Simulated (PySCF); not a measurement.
GaF, SMILES [F][Ga] (connectivity only; charge and spin as stated), neutral, multiplicity 1.

Geometry optimised at B3LYP-D3(BJ)/def2-TZVPD.

Level of theory: C-PCM-ωB97X/def2-TZVPD run with PySCF.

The values are the electrostatic part of the solvation free energy, E(continuum) − E(gas) at the gas-phase geometry, in a cavity of scaled van der Waals radii (PySCF's table); cavitation and dispersion terms are not included. A continuum can't describe solvent molecules that bind to the metal. In vacuum the orbital gap is 10.56 eV. The dipole moment in vacuum is 2.45 D.

Estimate the values in water (ε = 78.36), methanol (ε = 32.61), benzene (ε = 2.27). (The exact figures need the calculation; the answer reports its results.)


```
solvent       ε  ΔG(elec) (kcal/mol)  dipole (D)  gap (eV)
--------  -----  -------------------  ----------  --------
water     78.36                 -6.1        3.08     10.75
methanol  32.61                 -6.0        3.07     10.75
benzene    2.27                 -3.3        2.77     10.67
```
